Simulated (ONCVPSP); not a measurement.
# Before and after: ONCV potential for Bi

bismuth, optimised norm-conserving Vanderbilt (ONCV), made with ONCVPSP 4.0.1 (PBE, fully relativistic). Core [Kr] 4d10 4f14, reference 5s2 5p6 5d10 6s1.5 6p3.5. Waves: 5s+6s: rc 1.30 bohr, ncon 4, nbas 8, qcut 11.5 1/bohr, 2 projectors; 5p+6p: rc 1.35 bohr, ncon 4, nbas 8, qcut 10.6 1/bohr, 2 projectors; 5d: rc 1.85 bohr, ncon 3, nbas 7, qcut 9.8 1/bohr, 1 projector. Local part: polynomial inside 1.15 bohr (lpopt 5, dvloc0 3 Ha). Core correction: polynomial model core, fcfact 0.5.

Open shells are filled in proportion to 2j + 1.

All-electron outer shells of the reference configuration (PBE, scalar-relativistic, ld1.x):

```json
{"shell": "4d", "level (eV)": "-430.96", "outermost node (bohr)": "0.19", "outermost maximum (bohr)": "0.38"}
{"shell": "5s", "level (eV)": "-158.68", "outermost node (bohr)": "0.44", "outermost maximum (bohr)": "0.77"}
{"shell": "4f", "level (eV)": "-153.49", "outermost node (bohr)": "–", "outermost maximum (bohr)": "0.34"}
{"shell": "5p", "level (eV)": "-96.74", "outermost node (bohr)": "0.48", "outermost maximum (bohr)": "0.86"}
{"shell": "5d", "level (eV)": "-27.90", "outermost node (bohr)": "0.51", "outermost maximum (bohr)": "1.03"}
{"shell": "6s", "level (eV)": "-15.00", "outermost node (bohr)": "0.98", "outermost maximum (bohr)": "1.86"}
{"shell": "6p", "level (eV)": "-4.91", "outermost node (bohr)": "1.14", "outermost maximum (bohr)": "2.44"}
```

Change: s: qcut 7.8; p: qcut 7.2; d: qcut 6.7.

Cutoffs: the cutoffs (Ha) at which the residual kinetic energy of the hardest occupied pseudo-wave falls to 1 and 0.1 mHa per electron; they do not see the model core or the augmentation charge, which bear on the density cutoff. Errors are all-electron minus pseudo energies relative to the spin-unpolarised reference configuration.

Task: Predict the effect on cutoff, ghosts and configuration errors.

Result: The potential gets neither clearly harder nor softer (44 Ha and 51 Ha → 29 Ha and 102 Ha); the bound ghost in p disappears; of the 4 tests that both files solve, the error grows in 1 and shrinks in 2 by more than 15 % and 0.3 meV (median size 1.1 → 0.5 meV); the range in which the p1/2 phases agree widens (upper end 2.6 → at the end of the scan).

| quantity | base | changed |
| --- | --- | --- |
| cutoff, loose | 44 Ha | 29 Ha |
| cutoff, tight | 51 Ha | 102 Ha |
| loose cutoff by channel | s 44 Ha, p 40 Ha, d 28 Ha | s 29 Ha, p 24 Ha, d 20 Ha |
| bound ghosts | p1/2 | none |
| GHOST(+) flags under 300 eV | none | none |
| error for 5s2 5p6 5d10 6s2 6p3, meV [ΔE -4.89 eV] | +0.4 | -0.7 |
| error for 5s2 5p6 5d10 6s2 6p2, meV [ΔE 3.17 eV] | +1.8 | +0.1 |
| error for 5s2 5p6 5d10 6s2 6p1, meV [ΔE 18.60 eV] | +3.1 | +0.4 |
| error for 5s2 5p6 5d9 6s2 6p4, meV [ΔE 19.02 eV] | -0.2 | +34 |
| s: phases at 1.32 bohr within 0.05 rad from the reference energy up to (Ha; the scan ends near 5) | to the end of the scan | to the end of the scan |
| p3/2: phases at 1.37 bohr within 0.05 rad from the reference energy up to (Ha; the scan ends near 5) | to the end of the scan | to the end of the scan |
| p1/2: phases at 1.37 bohr within 0.05 rad from the reference energy up to (Ha; the scan ends near 5) | 2.6 | to the end of the scan |
| d5/2: phases at 1.88 bohr within 0.05 rad from the reference energy up to (Ha; the scan ends near 5) | 1.6 | 1.2 |
| d3/2: phases at 1.88 bohr within 0.05 rad from the reference energy up to (Ha; the scan ends near 5) | 1.8 | 0.9 |
| rms error of d²Exc/dni dnj with the model core, mHa | 2.90 | 2.26 |

 A true bound ghost makes a file unfit for plane-wave use even where its test errors are small: the radial tests pick states by their node count and pass the ghost by.
